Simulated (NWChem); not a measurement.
Molecule: PtF₆, triplet; SMILES [F][Pt]([F])([F])([F])([F])[F]

In the optimisation the excess spin sits in ag (Ci, its own frame). No frequency run checked for a minimum. def2 effective core potentials on Pt; no spin-orbit coupling.

### Question
Give the equilibrium geometry at PBE0/def2-SVP with def2 effective core potentials on Pt, spin-unrestricted (NWChem) as an XYZ file, with the point group.

### Answer
point group Ci; any orientation.
```
7

Pt     0.0000     0.0000     0.0000
F      1.5824     0.8475    -0.4038
F      0.9014    -1.1218     1.1818
F      0.2998    -1.2137    -1.3801
F     -0.2998     1.2137     1.3801
F     -0.9014     1.1218    -1.1818
F     -1.5824    -0.8475     0.4038
```
